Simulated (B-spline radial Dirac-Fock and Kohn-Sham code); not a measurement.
Calculated with an atomic code on a B-spline grid, using Dirac-Fock ΔSCF + Breit + QED. The model has no electron correlation.

**Question.** Identify the element and charge state from the binding energies below (tabulated ground configuration; the least bound level is included).

```
level  binding energy (eV)
   1s              80936.2
2p1/2              13951.2
2p3/2              12136.3
4p3/2                762.0
   5s                311.5
5p1/2                266.0
5p3/2                246.0
```

**Answer.** Au¹¹⁺: Z = 79 with 68 electrons, [Xe] 4f14. The hydrogen-like estimate √(E/Ry) = 77.1 for the K level lies 1.9 below Z (screening lowers it, relativity raises it); the outermost level, at 246.0 eV, fixes the charge.
